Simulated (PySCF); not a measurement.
Molecule: SMILES CNc1cccnc1, C6H8N2.

Structure with atom numbers: `[CH3:1][NH:2][c:3]1[cH:4][cH:5][cH:6][n:7][cH:8]1`; H(Xn) means a hydrogen on atom n.

Geometry PBE0-D3(BJ)/def2-SVP throughout; GIAO in PySCF 2.14, gas phase, one conformer, non-relativistic; equivalent atoms averaged; basis pcSseg-1.

(1) How do the absolute shieldings σ depend on the functional? (a selection of nuclei; ppm; last column core-seconds on shared hosts with different chips, so compare them loosely; the GGAs took longer than the global hybrids here, which isn't the general rule, and the cause wasn't traced)

(2) Which nucleus among those listed moves most, in ppm?

Answers

(1) 
| functional | kind | C3 | C6 | C5 | C4 | C1 | N2 | H(C8) | H(C4) | H(N2) | core-s |
| --- | --- | --- | --- | --- | --- | --- | --- | --- | --- | --- | --- |
| HF | Hartree–Fock | 39.6 | 45.8 | 59.7 | 69.9 | 162.8 | 222.5 | 23.45 | 24.80 | 28.97 | 9.7 |
| LDA | LDA | 31.7 | 35.2 | 49.6 | 63.4 | 151.9 | 188.3 | 22.80 | 24.39 | 27.70 | 22 |
| PBE | GGA | 36.2 | 39.9 | 54.1 | 67.1 | 150.1 | 186.6 | 23.29 | 24.84 | 28.15 | 29 |
| PBE0 | global hybrid | 37.2 | 41.7 | 55.7 | 68.1 | 154.9 | 197.8 | 23.24 | 24.70 | 28.28 | 21 |
| mPW1PW91 | global hybrid | 36.3 | 40.8 | 54.8 | 67.0 | 153.9 | 196.8 | 23.31 | 24.76 | 28.34 | 20 |
| CAM-B3LYP | range-separated hybrid | 29.8 | 36.3 | 49.8 | 62.7 | 153.0 | 200.9 | 23.33 | 24.76 | 28.45 | 30 |
| wB97X-D | range-separated hybrid | 35.0 | 40.7 | 54.4 | 66.9 | 154.7 | 202.3 | 23.34 | 24.77 | 28.47 | 26 |
| LC-wPBE | range-separated hybrid | 35.1 | 40.9 | 53.9 | 66.3 | 159.6 | 210.0 | 23.22 | 24.58 | 28.45 | 30 |

(2) N2 (aniline-type nitrogen): from 186.6 ppm with PBE to 222.5 ppm with HF. The smallest spread is 0.45 ppm, at H(C4). Proton shifts span only some 12 ppm, so a few tenths of a ppm matter as much there as several ppm in carbon.
